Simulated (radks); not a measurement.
Ir68+, 9 electrons, occupied as [He] 2s2 2p5. All-electron calculation, scalar-relativistic Kohn-Sham, PBEsol, spin-polarised, spherical densities, finite nucleus; open shells are filled with parallel spins first (spin-orbit coupling, left out, can overturn this in heavy ions); Fermi nuclear charge, rms radius 5.4032 fm. Program: a radial shooting solver on a logarithmic mesh with Libxc functionals.

Normalised radial functions P(r) = r R(r), r in bohr:

```
   r/bohr * 1s up, o 2p up, + 3s up (the largest magnitude, 6.69, reaches the edge; | marks zero, & curves that meet)
 0.001115                             o +      *
 0.001384                             o +       *
 0.001703                             o +         *
 0.002114                             o  +          *
 0.002624                             o  +            *
  0.00323                             |o +              *
 0.004009                             |o  +               *
 0.004976                             |o  +                 *
 0.006176                             | o +                   *
 0.007604                             | o +                     *
 0.009437                             |  o+                      *
  0.01171                             |   &                      *
  0.01454                             |  +  o                   *
   0.0179                             |+      o               *
  0.02221                            +|         o          *
  0.02757                          +  |           o   *
  0.03421                        +    |           * o
  0.04212                       +     |       *      o
  0.05228                      +      |   *          o
  0.06489                        +    | *            o
  0.07989                            +|*          o
  0.09915                             *   +    o
   0.1231                             *     o +
   0.1527                             *  o       +
    0.188                             *o         +
   0.2334                             &       +
   0.2896                             &   +
   0.3595                             &+
   0.4426                             &
   0.5493                             &
```

1s up: eigenvalue -82688 eV, 0 radial nodes, <r> = 0.0174 bohr, 90 % of the charge inside 0.0318 bohr. 2p up: eigenvalue -17746.2 eV, 0 radial nodes, <r> = 0.0646 bohr, 90 % of the charge inside 0.105 bohr. 3s up (empty): eigenvalue -8112.8 eV, 2 radial nodes at r = 0.0207, 0.0854 bohr, <r> = 0.171 bohr, 90 % of the charge inside 0.249 bohr.
